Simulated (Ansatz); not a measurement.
`CC(C)CB(Cl)Cl` + `C[SeH]` → `C[Se]B(Cl)Cl` + `CC(C)C` at 500 K and 1 bar (ligand exchange at a B–C bond).

Calculated with Ansatz (gas phase, PBE0-D4/def2-TZVP geometries, no zero-point term in ΔE). CCSD(T)/CBS adds triple-zeta CCSD(T) − MP2 to the extrapolated MP2 energy (def2 sets, frozen cores). For Se outer-core shells are correlated without core-valence functions, which leaves a few kJ/mol of doubt a bond. Scalar relativity is left out up to krypton. One conformer a species, not always the lowest.

| species | CCSD(T)/CBS energy (Eh) | H − E (kJ/mol) | S (J/(mol·K)) |
| --- | --- | --- | --- |
| `CC(C)CB(Cl)Cl` | -1102.08625 | 397.9 | 486.8 |
| `C[SeH]` | -2441.15625 | 142.1 | 299.3 |
| `C[Se]B(Cl)Cl` | -3385.02344 | 160.7 | 419.7 |
| `CC(C)C` | -158.24397 | 386.8 | 353.2 |

H − E and S are ideal-gas, rigid-rotor, harmonic terms from PBE0-D4/def2-TZVP, for one conformer and one mirror image of each species. 1 Eh = 2625.50 kJ/mol, R = 8.31446 J/(mol·K).

Q: By hand: ΔE, ΔH, ΔS and ΔG.

A: ΔE = (-3385.02344) + (-158.24397) − (-1102.08625) − (-2441.15625) = -0.02491 Eh = -65.4 kJ/mol. Δ(H − E) = 160.7 + 386.8 − 397.9 − 142.1 = 7.5, so ΔH = -57.9 kJ/mol. ΔS = 419.7 + 353.2 − 486.8 − 299.3 = -13.2 J/(mol·K). ΔG = -57.9 − 500 × (-13.2)/1000 = -51.3 kJ/mol.

Q: By hand: the equilibrium constant, and the temperature at which ΔG would vanish if ΔH and ΔS stayed fixed.

A: log₁₀ K = −ΔG/(RT ln 10) = 5.4. ΔG = 0 at ΔH/ΔS = 4386 K, far beyond where these terms or the molecules hold.

The number of gas molecules stays the same, so ΔS is small and ΔH decides. A doubt of 5 kJ/mol in ΔE shifts log₁₀ K by 0.5 here. Other conformers and mirror images would add mixing entropy, several J/(mol·K) or more a flexible species. Modes under 60 cm⁻¹, often nearly free rotors, make the harmonic entropy too high. These are equilibria of isolated gas molecules and say nothing of rates. Largest T1 diagnostic: 0.011 (customary marks: 0.02 for closed shells, 0.045 for open ones).
